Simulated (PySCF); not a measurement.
Cartesian coordinates (Å):
```xyz
17

W     -0.0218    -0.0917     0.0768
F      1.9099    -0.3258    -0.0192
N      0.0626     1.6234     1.1436
H      0.0594     2.5671     0.7402
H      0.0199     1.6816     2.1674
N      0.2893     0.9189    -1.6202
H      1.2254     1.0292    -2.0272
H     -0.4168     1.3870    -2.1996
N      0.2002    -1.1694     1.7464
H      1.1166    -1.5084     2.0617
H     -0.5388    -1.4625     2.3956
N     -0.4557    -1.7652    -0.9711
H     -0.6468    -2.6847    -0.5570
H     -0.6101    -1.8005    -1.9851
N     -1.9878     0.1502     0.1716
H     -2.4545     0.9345     0.6437
H     -2.6728    -0.4917    -0.2462
```
Charge 0, multiplicity 1.

Question: What LUMO, HOMO and dipole moment does PySCF 2.14.0 with TPSSh-D3(BJ)/def2-TZVP // BP86-D3(BJ)/def2-SVP give?

Answer: 
- LUMO = -2.11 eV
- HOMO = -5.81 eV
- dipole moment = 3.73 D
